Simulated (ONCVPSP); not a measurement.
**Potentials for chromium compared**

Generated with ld1.x 7.5 (TM, RRKJ, ultrasoft, PAW), atompaw 4.2 or ONCVPSP 4.0.1. The cutoff is in Ry: for ld1.x and atompaw files where the sum of valence levels is converged to 10 mRy in a Bessel basis, for ONCV files where the hardest occupied wave has 1 mHa per electron of residual kinetic energy. The error is the largest all-electron minus pseudo excitation energy over each file’s own four to seven test configurations (ionisations up to +4, promotions, holes and added fractions of an electron), all of which were solved. The labels leave out finer settings (local radius, basis sizes, second energies), which also bear on the numbers. Spin-polarised tests are not counted. The rows are a selection from randomly drawn settings: files with unsolved tests, undetermined cutoffs or missed reference levels are left out.

```tsv
potential	cutoff (Ry)	largest error (meV)	bound ghosts
ONCV, Wu-Cohen, scalar-relativistic, rc 1.30/1.15/1.75/1.70 (spdf), local smoothed, core correction yes, reference 3s2 3p6 3d4 4s2, qcut 8.2/10/8.7/7.3, projectors 2/2/2/2	60	+49	none
ONCV, PBEsol, scalar-relativistic, rc 1.35/1.35/1.50 (spd), local p, core correction yes, reference 3s2 3p6 3d3, qcut 10.2/8.7/8.5, projectors 2/0/2	69	+128	none
ONCV, PBEsol, scalar-relativistic, rc 0.95/1.20/1.85/1.45 (spdf), local smoothed, core correction no, reference 3s2 3p6 3d4, qcut 8.7/13.3/7.4/8.9, projectors 2/2/2/1	82	+160	none
ONCV, PBE, scalar-relativistic, rc 1.40/1.00/2.20 (spd), local smoothed, core correction yes, reference 3s2 3p6 3d4 4s2, qcut 9.9/8.5/8.2, projectors 2/1/2	61	+127	none
ONCV, PBEsol, scalar-relativistic, rc 1.30/1.25/1.05 (spd), local smoothed, core correction yes, reference 3s2 3p6 3d5 4s0.5, qcut 9.5/8.9/9.7, projectors 2/2/2	329	+119	none
ONCV, PBE, fully relativistic, rc 3.35/3.45/1.85/2.95 (spdf), local smoothed, core correction yes, reference 3d5 4p1, qcut 1.8/2/10.3/4.1, projectors 3/2/2/3	67	-506	none
```

(1) Fill in the row for Cr: ONCV, PBEsol, scalar-relativistic, rc 0.85/1.15/1.20 (spd), local smoothed, core correction yes, reference 3s2 3p6 3d4, qcut 7.5/15.1/13, projectors 2/2/3.

Results:

(1) cutoff 312 Ry, largest error +11 meV, bound ghosts: none.
